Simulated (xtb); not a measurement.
xtb input (GFN-FF):

```bash
xtb mol.xyz --gfnff --opt tight --chrg 0 --uhf 0
```
mol.xyz:
```
3

Si    -0.01646950     0.01731768     0.93641135
Cl     1.06105131     1.22723111    -0.38986665
Cl    -1.04748819    -1.24149273    -0.38129564
```

End of the output:

```
         :::::::::::::::::::::::::::::::::::::::::::::::::::::
         ::                     SUMMARY                     ::
         :::::::::::::::::::::::::::::::::::::::::::::::::::::
         :: total energy              -0.121445010621 Eh    ::
         :: gradient norm              0.000196320918 Eh/a0 ::
         ::.................................................::
         :: bond energy               -0.125032591284 Eh    ::
         :: angle energy               0.000216964397 Eh    ::
         :: torsion energy             0.000000000000 Eh    ::
         :: repulsion energy           0.013753308268 Eh    ::
         :: electrostat energy        -0.008756138032 Eh    ::
         :: dispersion energy         -0.001626553970 Eh    ::
         :: HB energy                  0.000000000000 Eh    ::
         :: XB energy                  0.000000000000 Eh    ::
         :: bonded atm energy          0.000000000000 Eh    ::
         :: external energy            0.000000000000 Eh    ::
         :: add. restraining           0.000000000000 Eh    ::
         :: total charge               0.000000000000 e     ::
         :::::::::::::::::::::::::::::::::::::::::::::::::::::

           -------------------------------------------------
          |                Property Printout                |
           -------------------------------------------------

molecular dipole:
                 x           y           z       tot (Debye)
 q only:       -0.011       0.012       0.624       1.587
           -------------------------------------------------
          |                Geometry Summary                 |
           -------------------------------------------------

      molecular mass/u    :       98.9913739
   center of mass at/Å    :        0.0002590      -0.0002724      -0.0147277
  moments of inertia/u·Å² :        0.3985091E+02   0.1598705E+03   0.1997214E+03
rotational constants/cm⁻¹ :        0.4230175E+00   0.1054455E+00   0.8440573E-01

 * 2 selected distances

     #   Z          #   Z                                           value/Å
     1  14 Si       2  17 Cl                                      2.0580636 (min)
     1  14 Si       3  17 Cl                                      2.0580636 (max)

 * 1 distinct bonds (by element types)

   Z      Z             #   av. dist./Å        max./Å        min./Å
  14 Si  17 Cl          2     2.0580636     2.0580636     2.0580636

optimized geometry written to: xtbopt.xyz

           -------------------------------------------------
          | TOTAL ENERGY               -0.121445010621 Eh   |
          | GRADIENT NORM               0.000196320918 Eh/α |
           -------------------------------------------------
########################################################################
[WARNING] Runtime exception occurred
-1- gfnff_setup: Could not read topology file.
########################################################################

------------------------------------------------------------------------
------------------------------------------------------------------------
 total:
 SCF:
 ANC optimizer:
Note: The following floating-point exceptions are signalling: IEEE_UNDERFLOW_FLAG IEEE_DENORMAL
normal termination of xtb
```
